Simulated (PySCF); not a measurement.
Converging ICl⁺ in the basis (PBE0)

PySCF, UKS reference; doublet, unpaired electrons π ↑; De to I⁺ + Cl without counterpoise correction.

```json
{"basis": "def2-SVP", "relativity": "scalar-relativistic core potentials", "functions": "44", "Re (Å)": "2.272", "ωe (cm⁻¹)": "437", "De (eV)": "2.50", "μ (D)": "-0.38"}
{"basis": "cc-pVDZ-PP/cc-pV(D+d)Z", "relativity": "scalar-relativistic core potentials", "functions": "46", "Re (Å)": "2.260", "ωe (cm⁻¹)": "440", "De (eV)": "2.46", "μ (D)": "-0.31"}
{"basis": "def2-TZVPP", "relativity": "scalar-relativistic core potentials", "functions": "92", "Re (Å)": "2.225", "ωe (cm⁻¹)": "460", "De (eV)": "2.81", "μ (D)": "-0.04"}
```

How does each smaller set differ from the one with most functions, def2-TZVPP?

def2-SVP: +4.7 pm, -5.0 % in ωe, -0.31 eV in De; cc-pVDZ-PP/cc-pV(D+d)Z: +3.5 pm, -4.3 % in ωe, -0.35 eV in De. All at PBE0; the set with most functions is neither the basis-set limit nor always the best.

A positive dipole points towards Cl; it is taken about the centre of mass and depends on that origin. These are scalar-relativistic numbers at best; spin–orbit coupling would shift them, the dissociation energy most. For an ion De counts to the pair picked by the measured ionisation energies or electron affinities, which need not be the lowest pair at this level. The state is the lowest determinant that a PBE0 search found; another state may lie lower at other levels.
